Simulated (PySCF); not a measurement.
Species: C₂H₆Cl₂Ge.
Numbering: `[CH3:1][GeH2:2][CH:3]([Cl:4])[Cl:5]` (hydrogens: H6, H7, H8 on C1; H9, H10 on Ge2; H11 on C3)

Cartesian coordinates in Å at the GFN2-xTB level; atoms count from 1:
```xyz
11
C2H6Cl2Ge angstrom
C     -1.508    0.266   -0.564
Ge    -0.223   -0.474    0.716
C      1.612    0.030    0.108
Cl     1.707    1.795    0.056
Cl     1.859   -0.644   -1.509
H     -2.530    0.037   -0.271
H     -1.331   -0.149   -1.553
H     -1.400    1.347   -0.619
H     -0.376    0.081    2.104
H     -0.247   -1.975    0.785
H      2.442   -0.312    0.721
```

Vertical excitations from PySCF (density fitting, frozen core in the response, grid level 2 and gas phase unless stated; continuum runs use non-equilibrium linear response for the excitations) on a GFN2-xTB geometry. Reference run:

```json
{"settings": "PBE0/def2-SVPD, full TDDFT, 6 singlets", "S1, eV (f)": "6.25 (0.018)", "S2, eV (f)": "6.95 (0.000)", "S3, eV (f)": "7.12 (0.032)", "S4, eV (f)": "7.33 (0.018)", "S5, eV (f)": "7.50 (0.013)", "S6, eV (f)": "7.53 (0.000)", "T1, eV (Tamm–Dancoff)": "5.66", "mean α (au)": "82.6"}
```

**Question.** What do these settings give: PBE0/def2-SVPD, TDA, 12 singlets?

**Answer.** 
```tsv
settings	S1, eV (f)	S2, eV (f)	S3, eV (f)	S4, eV (f)	S5, eV (f)	S6, eV (f)	T1, eV (Tamm–Dancoff)	mean α (au)
PBE0/def2-SVPD, TDA, 12 singlets	6.29 (0.019)	6.99 (0.000)	7.16 (0.035)	7.34 (0.020)	7.54 (0.000)	7.55 (0.011)	5.66	82.6
```

S1 moves by +0.04 eV; the lowest Tamm–Dancoff root can't lie below the lowest full-response root of a stable reference. States are counted by energy in each run and needn't keep their character from row to row.

**Question.** Which orbital pairs make up S1 in each run, and how does it sit against the orbital gap?

**Answer.** 
```
                              settings  S1 configurations (weight)  S1 (eV)  orbital gap (eV)  S1 − gap (eV)
PBE0/def2-SVPD, full TDDFT, 6 singlets                    H→L 0.95     6.25              7.71          -1.46
      PBE0/def2-SVPD, TDA, 12 singlets                    H→L 0.95     6.29              7.71          -1.42
```

 Relativistic effects, spin–orbit coupling among them, are left out although an element past zinc is present.

One conformer stands for the species.
